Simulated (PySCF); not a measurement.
Sn(H)(NH2)3 (H₇N₃Sn), SMILES [NH2][SnH]([NH2])[NH2]. Geometry optimised at PBE-D3(BJ)/def2-SVP. The structure was generated by enumeration; whether it is a known compound was not checked. The def2 effective core potentials stand for the cores of Sn; spin–orbit coupling is left out. Other conformers were not sampled.

Computed equilibrium geometry at PBE-D3(BJ)/def2-SVP (PySCF confirms it by a frequency run) as a Z-matrix (one conformer of several):
```
Sn
H 1 1.7392
N 1 2.0629 2 107.41
H 3 1.0296 1 110.11 2 55.26
H 3 1.0299 4 105.87 1 -118.87
N 1 2.0728 2 120.17 3 -113.88
H 6 1.0295 1 111.28 2 -53.21
H 6 1.0303 7 106.10 1 -119.30
N 1 2.0730 2 106.60 3 121.72
H 9 1.0297 1 111.06 2 41.03
H 9 1.0298 10 106.34 1 -120.50
```
